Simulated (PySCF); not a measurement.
C7H8.
Z-matrix (Å and degrees, PBE0-D3(BJ)/def2-SVP geometry), rows numbered from 1:
```
C 
C   1  1.5014
C   2  1.4015  1  120.56
C   3  1.3924  2  121.03  1   179.02
C   4  1.3950  3  120.16  2     0.09
C   5  1.3931  4  119.46  3     0.04
C   6  1.3945  5  120.15  4    -0.05
H   1  1.1027  2  111.07  3   -72.46
H   1  1.1008  2  111.44  3    46.75
H   1  1.0991  2  111.58  3   167.59
H   3  1.0940  2  119.32  1    -1.06
H   4  1.0929  3  119.77  2   179.93
H   5  1.0926  4  120.25  3   179.88
H   6  1.0929  5  120.10  4   179.81
H   7  1.0938  2  119.29  1     1.05
```

Computed with PySCF at wB97X-D/def2-SVPD, non-relativistic, on one gas-phase PBE0-D3(BJ)/def2-SVP geometry that isn't relaxed in the solvent. The solvent is an IEF-PCM continuum (cavity from Bondi-type radii × 1.2), and excitations are vertical TDDFT with non-equilibrium linear response and a frozen core. The model holds no explicit solvent molecules, cavitation or dispersion.

Gas-phase singlets (H = HOMO, L = LUMO):

| state | E (eV) | λ (nm) | f | leading configurations |
| --- | --- | --- | --- | --- |
| S1 | 5.403 | 229 | 0.002 | H→L 45%, H-1→L+1 28% |
| S2 | 6.102 | 203 | 0.018 | H→L+1 42%, H-1→L 31% |
| S3 | 7.004 | 177 | 0.503 | H-1→L+1 58%, H→L 33% |
| S4 | 7.042 | 176 | 0.740 | H-1→L 53%, H→L+1 38% |
| S5 | 7.231 | 171 | 0.002 | H→L+2 87% |

Q: How does the list change in chloroform (ε = 4.711)?

A: 
```csv
state,E (eV),λ (nm),f,leading configurations,change by rank (eV)
S1,5.403,229,0.005,"H→L 48%, H-1→L+1 28%",0.000
S2,6.064,204,0.030,"H→L+1 45%, H-1→L 31%",-0.038
S3,6.807,182,0.649,"H-1→L+1 61%, H→L 32%",-0.197
S4,6.826,182,0.907,"H-1→L 56%, H→L+1 38%",-0.216
S5,7.223,172,0.003,H→L+2 87%,-0.008
```

Q: Give the list for dichloromethane (ε = 8.93), n² = 2.03.

A: 
| state | E (eV) | λ (nm) | f | leading configurations | change by rank (eV) |
| --- | --- | --- | --- | --- | --- |
| S1 | 5.406 | 229 | 0.005 | H→L 48%, H-1→L+1 28% | +0.003 |
| S2 | 6.068 | 204 | 0.030 | H→L+1 46%, H-1→L 31% | -0.034 |
| S3 | 6.819 | 182 | 0.643 | H-1→L+1 62%, H→L 32% | -0.185 |
| S4 | 6.837 | 181 | 0.899 | H-1→L 56%, H→L+1 38% | -0.205 |
| S5 | 7.220 | 172 | 0.003 | H→L+2 87% | -0.011 |

Q: The ground-state energy changes by -0.104 eV from gas to dichloromethane. By how much does the total energy of gas-phase S3 change?

A: E(S3) = E(S0) + excitation energy, so it changes by -0.104 − 0.185 = -0.289 eV: it is lowered more than the ground state, which is what a red shift means. This is the vertical state, with the slow part of the continuum still set for S0.

Q: How do the frontier levels move from gas to dichloromethane?

A: 
| orbital | gas (eV) | solvent (eV) | change (eV) |
| --- | --- | --- | --- |
| LUMO+2 | 2.46 | 2.53 | +0.07 |
| LUMO+1 | 1.61 | 1.57 | -0.04 |
| LUMO | 1.49 | 1.45 | -0.04 |
| HOMO | -8.72 | -8.77 | -0.05 |
| HOMO-1 | -9.02 | -9.08 | -0.06 |
| HOMO-2 | -11.44 | -11.39 | +0.05 |
| HOMO-3 | -11.57 | -11.53 | +0.04 |

The HOMO–LUMO gap goes from 10.22 to 10.22 eV.

The run took about 40 s of CPU time (one thread, shared machine). This is the whole response run at wB97X-D/def2-SVPD in dichloromethane, SCF included.

Note: wB97X-D ran without an empirical dispersion term, which enters the total energy and its gradient alone.
